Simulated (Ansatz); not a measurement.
Cost and result for the atomization energy of C₄H₂F₄, SMILES `FC1=C(F)[C@@H](F)[C@@H]1F` (10 atoms, 10 bonds).

```xyz
10

F    -0.9493    2.0138   -0.9734
C    -0.3653    0.9348   -0.5187
C     0.5779    0.1085   -0.9646
F     1.3756    0.0785   -2.0014
C     0.4550   -0.8318    0.1861
F     1.5853   -0.9786    0.9488
C    -0.5885    0.1765    0.7457
F    -1.8519   -0.3304    0.9121
H     0.0369   -1.8207   -0.0135
H    -0.2756    0.6493    1.6790
```

Total charge 0; spin multiplicity 1. The geometry is a stationary point of PBE0-D4/def2-TZVP. Program: Ansatz. All runs use 4 threads of an Arm Neoverse V1 on a shared host. Times are those of one run each, without the atoms' runs, and a repeat can differ threefold. Electronic energies, without spin–orbit coupling; frozen cores. CCSD(T)/CBS adds CCSD(T) − MP2 in def2-TZVPP to the MP2 limit, and its time is that of the two runs behind it. T1 = 0.012. B3LYP takes the VWN-RPA correlation (the form of Gaussian; ORCA's B3LYP/G). HSE06 is the plane-wave form, built on full-range PBE exchange.

CCSD(T)/CBS is a level of theory with its own doubt, some kJ/mol a heavy atom from the limit and from the frozen cores, so smaller differences don't rank the functionals.

```
                             level  functions  wall time  atomization (kJ/mol)  difference from CCSD(T)/CBS  per bond
                BLYP-D4/def2-TZVPP        276      2.6 s                4372.1                         47.1       4.7
   PBE-D4/def2-TZVPP (with forces)        276      3.2 s                4588.1                        263.1      26.3
                PBE0-D4/def2-TZVPP        276        4 s                4413.8                         88.8       8.9
               HSE06-D4/def2-TZVPP        276      4.3 s                4419.4                         94.4       9.4
r2SCAN-D4/def2-TZVPP (with forces)        276      6.5 s                4378.8                         53.8       5.4
 B3LYP-D4/def2-TZVPP (with forces)        276      6.5 s                4318.4                         -6.6      -0.7
             r2SCANh-D4/def2-TZVPP        276      6.5 s                4323.6                         -1.4      -0.1
                ωB97X-V/def2-TZVPP        276      9.5 s                4357.4                         32.4       3.2
                 B97M-V/def2-TZVPP        276       13 s                4351.3                         26.3       2.6
                  CCSD(T)/def2-SVP        122       20 s                4118.3                       -206.7     -20.7
                    MP2/def2-QZVPP        516       34 s                4471.1                        146.1      14.6
                CCSD(T)/def2-TZVPP        276    9.7 min                4201.0                       -124.0     -12.4
                 CCSD(T)/CBS(def2)          –     10 min                4325.0                          0.0       0.0
```

At CCSD(T), def2-SVP lies −206.7 kJ/mol from the extrapolated value and def2-TZVPP −123.9 kJ/mol: correlation converges slowly with the basis, and small sets miss more of it in the bonded molecule than in its fragments. From PBE to PBE0 (25 % exact exchange), in def2-TZVPP and without D4, the atomization energy moves by −170.9 kJ/mol: exact exchange takes away binding that semilocal exchange gives to molecules. In def2-TZVPP, CCSD(T) changes the Hartree–Fock value by +1248.3 kJ/mol (the triples alone add +102.8 kJ/mol) and MP2 by +1445.1 kJ/mol; breaking electron pairs costs correlation energy, which Hartree–Fock lacks.
